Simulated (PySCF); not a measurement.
Species: sum formula Si2N2H7, net charge 0, doublet state. It need not be the lowest isomer of its formula. SMILES: N[SiH2][N][SiH3]
Geometry from a B3LYP-D3(BJ)/def2-TZVP (Ansatz) optimisation:
```xyz
11

N     -1.1924     2.0974     0.8342
Si    -0.6525     0.4742     0.8448
N      0.2409    -0.0766    -0.5209
Si     1.1255    -1.4565    -1.0369
H     -1.8706     2.4178     0.1605
H     -0.5727     2.8434     1.1083
H      0.1876     0.3294     2.0588
H     -1.8419    -0.4151     0.8728
H      2.3891    -0.9958    -1.6624
H      1.4599    -2.4445     0.0219
H      0.2871    -2.1278    -2.0634
```
Charge 0, spin multiplicity 2.

Dispersion corrections to the total energy (kcal/mol) from the dftd3 and dftd4 libraries through PySCF: D3(BJ) without and D4 with the three-body term, each with the damping fitted for the functional named.

```json
[
 {"functional": "PBE0", "D3(BJ)": "-4.62", "D4": "-4.35"},
 {"functional": "BP86", "D3(BJ)": "___", "D4": "-6.95"},
 {"functional": "TPSSh", "D3(BJ)": "-6.17", "D4": "-6.26"},
 {"functional": "r2SCAN", "D3(BJ)": "-1.50", "D4": "-1.27"},
 {"functional": "HSE06", "D3(BJ)": "-3.70", "D4": "___"},
 {"functional": "LC-wPBE", "D3(BJ)": "-5.15", "D4": "-5.73"},
 {"functional": "PBE", "D3(BJ)": "-5.19", "D4": "___"}
]
```

What belongs in the gaps?


- BP86, D3(BJ): -8.77
- HSE06, D4: -4.06
- PBE, D4: -5.13
